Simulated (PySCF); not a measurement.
Correlation energy of Au²⁺ (gold, charge +2)

[Xe] 4f14 5d8 6s1, high-spin 4F determinant (an excited configuration). Calculation: PySCF 2.14, in def2-QZVPPD with the def2 core potential (60 electrons) (7s5p4d4f2g, 88 functions); scalar relativity through the core potential. Frozen: 5s2 5p6; 9 electrons correlated.

```csv
level,correlation energy (mhartree)
CCSD,-239.49
(T),-7.06
CCSD(T),-246.55
```

Diagnostics: T1 = 0.0051, D1 = 0.0187, largest double amplitude 0.014.

Spin-orbit coupling, absent here, splits the open shell strongly.

Cost of the coupled-cluster step: about 50 core-seconds, for 9 correlated electrons.

Iterations:

```
CC2 = 0
CCSD nocc = (np.int64(6), np.int64(3)), nmo = (84, 84)
frozen orbitals [[0, 1, 2, 3], [0, 1, 2, 3]]
max_cycle = 100
direct = 0
conv_tol = 1e-08
conv_tol_normt = 1e-06
diis_space = 8
diis_start_cycle = 0
Init t2, MP2 energy = -0.246462139597992
Init E_corr(UCCSD) = -0.246462139600018
cycle = 1  E_corr(UCCSD) = -0.23762297967449  dE = 0.00883915993  norm(t1,t2) = 0.0243626
cycle = 2  E_corr(UCCSD) = -0.239257132042088  dE = -0.00163415237  norm(t1,t2) = 0.00580644
cycle = 3  E_corr(UCCSD) = -0.239448618848176  dE = -0.000191486806  norm(t1,t2) = 0.00208289
cycle = 4  E_corr(UCCSD) = -0.239491682960701  dE = -4.30641125e-05  norm(t1,t2) = 0.000301402
cycle = 5  E_corr(UCCSD) = -0.23948427970802  dE = 7.40325268e-06  norm(t1,t2) = 0.000107473
cycle = 6  E_corr(UCCSD) = -0.239484737104709  dE = -4.5739669e-07  norm(t1,t2) = 1.74141e-05
cycle = 7  E_corr(UCCSD) = -0.239485193923599  dE = -4.5681889e-07  norm(t1,t2) = 3.36032e-06
cycle = 8  E_corr(UCCSD) = -0.239485143486729  dE = 5.04368699e-08  norm(t1,t2) = 6.32927e-07
cycle = 9  E_corr(UCCSD) = -0.23948514067586  dE = 2.81086943e-09  norm(t1,t2) = 9.05338e-08
UCCSD converged
E(UCCSD) = -133.9133390799198  E_corr = -0.23948514067586
UCCSD(T) correction = -0.00705810201208274
```
